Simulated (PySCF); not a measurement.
One of the candidates below gave these computed data.

All candidates are C4H7ClSSi.

* UV, strongest line: among the 8 lowest singlet transitions: S8 at 6.89 eV (180 nm, f = 0.022) [TDDFT CAM-B3LYP/def2-SVPD]
* Rotational structure: rotational constants A, B, C: 2.977, 0.543, 0.485 GHz [GFN2-xTB]
* Polarisability: 108.0 au [CAM-B3LYP/def2-SVPD]
* 13C NMR: chemical shifts (computed TMS as zero) by class: 114.3 (1 C), 88.1 (1 C), 27.1 (1 C), 19.2 (1 C) ppm [GIAO PBE0/pcSseg-1]
* 1H NMR: chemical shifts (computed TMS as zero) by class: 5.28 (2 H), 3.23 (2 H), 2.29 (3 H) ppm [GIAO PBE0/pcSseg-1]
* UV, first state: lowest singlet excitation: 5.12 eV (242 nm, f = 0.011) [TDDFT CAM-B3LYP/def2-SVPD]
* Dipole: 0.98 D [CAM-B3LYP/def2-SVPD]
* Triplet: lowest triplet excitation (Tamm–Dancoff): 4.56 eV [TDA CAM-B3LYP/def2-SVPD]

Electronic properties: PySCF, gas phase, density fitting. Levels stand in brackets. The structure is a single GFN2-xTB conformer in the gas phase; no vibrational or solvent corrections. NMR classes are plain means over equivalent atoms (diastereotopic ones count apart unless rotation or inversion swaps them), as if these changed places fast.

Question: Which candidate is it?
A. `CSCC#C[SiH2]Cl`
B. `[SiH3]CCC(Cl)=C=S`
C. `C=C(Cl)[C@@H]1CS[SiH2]1`

Answer: A. It is `CSCC#C[SiH2]Cl`. Numbering: `[CH3:1][S:2][CH2:3][C:4]#[C:5][SiH2:6][Cl:7]`. Its formula, C4H7ClSSi, gives 2 degrees of unsaturation: 0 rings and 2 π bonds in the structure found. 4 carbons fall into 4 classes; from least to most shielded: alkyne carbon [C4] (114.3 ppm), alkyne carbon [C5] (88.1 ppm), sp3 carbon bound to sulfur [C3] (27.1 ppm), S-methyl carbon [C1] (19.2 ppm). Hydrogen classes from least to most shielded: 2 H on a chlorine-bound silicon, Si6 (5.28 ppm), 2 H on an sp3 carbon bound to sulfur, C3 (3.23 ppm), 3 H on an S-methyl carbon, C1 (2.29 ppm, a mean of values up to 0.8 ppm apart in this geometry). The optimised geometry has point group C1 and is an asymmetric top.

The others, at the same levels:
- `C=C(Cl)[C@@H]1CS[SiH2]1` fails: its computed 13C shifts are 156.6 (1 C), 114.7 (1 C), 43.1 (1 C), 35.7 (1 C) ppm, 1H shifts are 5.64 (1 H), 5.34 (1 H), 5.21 (1 H), 5.08 (1 H), 3.91 (1 H), 3.58 (1 H), 3.38 (1 H) ppm and lowest triplet excitation (Tamm–Dancoff) is 4.10 eV (against 4.56 eV).
- `[SiH3]CCC(Cl)=C=S` fails: its computed 13C shifts are 302.5 (1 C), 122.5 (1 C), 34.1 (1 C), 10.3 (1 C) ppm, 1H shifts are 3.89 (3 H), 2.43 (2 H), 1.14 (2 H) ppm and lowest singlet excitation is 1.87 eV (663 nm, f = 0.000) (against 5.12 eV).

Each candidate is one conformer, not necessarily the lowest. The conformers computed, where there is a choice (atom-mapped SMILES and torsion angles):
- `[CH3:1][S:2][CH2:3][C:4]#[C:5][SiH2:6][Cl:7]`: C1–S2–C3–C4 -62°
- `[CH2:1]=[C:2]([Cl:3])[C@@H:4]1[CH2:5][S:6][SiH2:7]1`: C1–C2–C4–C5 -128°
- `[SiH3:1][CH2:2][CH2:3][C:4]([Cl:5])=[C:6]=[S:7]`: Si1–C2–C3–C4 179°, C2–C3–C4–Cl5 -69°
